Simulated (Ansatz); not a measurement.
`NC[S][GeH3]` + H₂ → `C[S][GeH3]` + NH₃ at 298.15 K and 1 bar (hydrogenolysis of a C–N bond).

Isolated molecules relaxed with PBE0-D4/def2-TZVP in Ansatz; ΔE leaves out vibrations. CCSD(T)/CBS adds triple-zeta CCSD(T) − MP2 to the extrapolated MP2 energy (def2 sets, frozen cores). This one scheme is used for every species. For Ge outer-core shells are correlated without core-valence functions, which leaves a few kJ/mol of doubt a bond. Scalar relativity is left out up to krypton. Each species was taken in one conformer, which may not be the lowest.

```json
{"species": "`NC[S][GeH3]`", "CCSD(T)/CBS energy (Eh)": "-2570.85731", "H − E (kJ/mol)": "231.9", "S (J/(mol·K))": "344.0"}
{"species": "H₂", "CCSD(T)/CBS energy (Eh)": "-1.17544", "H − E (kJ/mol)": "35.1", "S (J/(mol·K))": "130.4"}
{"species": "`C[S][GeH3]`", "CCSD(T)/CBS energy (Eh)": "-2515.55711", "H − E (kJ/mol)": "181.3", "S (J/(mol·K))": "324.6"}
{"species": "NH₃", "CCSD(T)/CBS energy (Eh)": "-56.50880", "H − E (kJ/mol)": "100.5", "S (J/(mol·K))": "192.4"}
```

H − E and S are ideal-gas, rigid-rotor, harmonic terms from PBE0-D4/def2-TZVP, for one conformer and one mirror image of each species. The MP2-based limit puts H₂ 0.8 mEh under its directly extrapolated value; such offsets cancel only in part. 1 Eh = 2625.50 kJ/mol, R = 8.31446 J/(mol·K).

Task: By hand: ΔE, ΔH, ΔS and ΔG.

Result: ΔE = (-2515.55711) + (-56.50880) − (-2570.85731) − (-1.17544) = -0.03316 Eh = -87.1 kJ/mol. Δ(H − E) = 181.3 + 100.5 − 231.9 − 35.1 = 14.8, so ΔH = -72.3 kJ/mol. ΔS = 324.6 + 192.4 − 344.0 − 130.4 = 42.6 J/(mol·K). ΔG = -72.3 − 298.15 × (42.6)/1000 = -85.0 kJ/mol.

Task: By hand: the equilibrium constant, and the temperature at which ΔG would vanish if ΔH and ΔS stayed fixed.

Result: log₁₀ K = −ΔG/(RT ln 10) = 14.9. ΔH and −TΔS have one sign here, so there is no such temperature.

ΔH outweighs TΔS. A doubt of 5 kJ/mol in ΔE shifts log₁₀ K by 0.9 here. Other conformers and mirror images would add mixing entropy, several J/(mol·K) or more a flexible species. These are equilibria of isolated gas molecules and say nothing of rates. Largest T1 diagnostic: 0.011 (customary marks: 0.02 for closed shells, 0.045 for open ones).
